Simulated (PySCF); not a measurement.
Delta-SCF ions had no search for a lower state. Excitations are Tamm–Dancoff values on a coarser integration grid. The basis has no diffuse functions, so Rydberg states are missing or too high.

**H₃AlO, SMILES `[OH][AlH2]` (H–O–Al–H torsion 0°) (charge 0, multiplicity 1)**

Computed with PBE-D3(BJ)/def2-TZVP // CAM-B3LYP-D3(BJ)/def2-TZVP (PySCF).

```
Property                                                       Value
--------------------------------------  ----------------------------
HOMO                                                        -7.00 eV
dipole moment                                                 1.22 D
LUMO                                                        -1.70 eV
HOMO–LUMO gap                                                5.31 eV
S1 excitation (TDA)                                          5.43 eV
S1 oscillator strength                                         0.001
T1 excitation (TDA)                                          5.00 eV
S1–T1 gap (TDA)                                              0.44 eV
vertical ionisation energy (Delta-SCF)                      10.49 eV
total energy                                            -319.3101 Ha
cost                                    very roughly 17 core-seconds
```

```xyz
5

O      1.1620     0.3234    -0.0114
Al    -0.5101     0.0732     0.0076
H      1.8254    -0.3651    -0.0285
H     -1.0787    -1.3957    -0.0019
H     -1.3986     1.3642     0.0342
```
